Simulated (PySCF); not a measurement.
## Ionisation energy of Hg⁴²⁺ by level of theory

Hg⁴²⁺ [Kr] 4d2 [4d3/2^2, M_J = 2] → Hg⁴³⁺ [Kr] 4d1 [4d3/2^1, M_J = 3/2], as a difference of total energies. Computed with PySCF 2.14 in an even-tempered Gaussian basis (16 s from 5.3 bohr⁻², ratio 2.8; 14 p from 6.9 bohr⁻², ratio 2.8; 9 d from 6.9 bohr⁻², ratio 2.8; 3 f from 25 bohr⁻², ratio 3), with the two-component X2C-1e Hamiltonian. Correlated levels: [Ar] 3d10 frozen; the 96 highest virtual spinors dropped. "Screened" scales the spin-orbit matrix elements by Boettger's factors to mimic the two-electron term; Breit and QED terms are absent.

```csv
method,ionisation energy (eV)
GHF (spin-free),2039.2
GMP2 (spin-free),2039.1
GHF (screened spin-orbit),2054.7
GMP2 (screened spin-orbit),2054.7
```

Breit and QED terms and the two-electron picture change are absent.

The spin-free rows relax to the high-spin LS determinant and lack the spin-orbit shift.

The labels give the starting determinants; with spin-orbit coupling the two ends relaxed to ⟨J²⟩ = 6.01, ⟨L²⟩ = 10.21, ⟨S²⟩ = 1.60 and ⟨J²⟩ = 3.75, ⟨L²⟩ = 6.12, ⟨S²⟩ = 0.87.

For comparison: 2052 ± 4 eV (theoretical estimate listed by NIST; NIST Atomic Spectra Database, ionization energies).
